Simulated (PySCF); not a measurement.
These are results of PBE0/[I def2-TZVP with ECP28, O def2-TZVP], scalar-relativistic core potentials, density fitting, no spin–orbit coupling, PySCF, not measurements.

Each entry is the lowest minimum that a search over a few typed start shapes (and spin states, where more than one is plausible) found, or that minimum re-optimised at the stated level; isomers with ligand–ligand bonds, or fragments after loss of a ligand pair, can lie lower. Open shells are unrestricted.

IO2 is a doublet of C2v symmetry with I–O 1.790 Å (×2); O–I–O 109.8°. Its wavenumbers are 283, 836, 855 cm⁻¹.

Question: What changes when one electron is removed, giving IO₂⁺?

Answer: It costs 10.11 eV between the minima (10.13 eV with zero-point energy). IO₂⁺ is a singlet of C2v symmetry with I–O 1.743 Å (×2); O–I–O 110.1°; wavenumbers 309, 932, 969 cm⁻¹.
